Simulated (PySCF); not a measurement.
Hf(NH2)3(Me) (CH₉HfN₃), SMILES [CH3][Hf]([NH2])([NH2])[NH2], multiplicity 1.

Geometry optimised at PBE0-D3(BJ)/def2-SVP. The spin state was assumed, not searched. The def2 effective core potentials stand for the cores of Hf; spin–orbit coupling is left out. Other conformers were not sampled.

Calculation: PBE0-D3(BJ)/def2-SVP run with PySCF 2.14.0.

Frequencies are harmonic and unscaled.

Modes within 1.5 cm⁻¹ of each other (mostly degenerate sets) share a row, with their intensities summed.

| mode | ν (cm⁻¹) | IR (km/mol) | moving atoms (share of kinetic energy) |
|---|---|---|---|
| 1 | 120 | 0.0 | N 56 %, H 29 %, Hf 13 % |
| 2–3 | 130 | 0.7 | N 36 %, H 34 %, C 19 %, Hf 11 % |
| 4–5 | 144 | 0.3 | N 54 %, H 32 %, C 12 % |
| 6 | 148 | 0.0 | H 97 % |
| 7–8 | 216 | 5.8 | H 93 % |
| 9 | 287 | 25.0 | H 97 % |
| 10 | 426 | 0.8 | H 76 %, N 15 %, C 9 % |
| 11–12 | 452 | 26.7 | H 82 %, N 15 % |
| 13 | 469 | 130.6 | H 66 %, C 18 %, N 14 % |
| 14–15 | 481 | 165.4 | H 77 %, N 22 % |
| 16 | 503 | 258.0 | C 41 %, H 40 %, N 11 % |
| 17–18 | 523 | 6.0 | H 72 %, C 14 %, N 14 % |
| 19–20 | 628 | 343.7 | N 66 %, H 19 %, Hf 13 % |
| 21 | 634 | 46.9 | N 81 %, H 16 % |
| 22 | 1176 | 20.5 | H 79 %, C 21 % |
| 23–24 | 1409 | 6.8 | H 95 % |
| 25–27 | 1508 | 119.0 | H 90 %, N 10 % |
| 28 | 3014 | 2.7 | H 97 % |
| 29–30 | 3111 | 30.6 | H 91 %, C 9 % |
| 31–32 | 3563 | 110.1 | H 95 % |
| 33 | 3565 | 8.7 | H 95 % |
| 34–36 | 3659 | 68.5 | H 92 %, N 8 % |
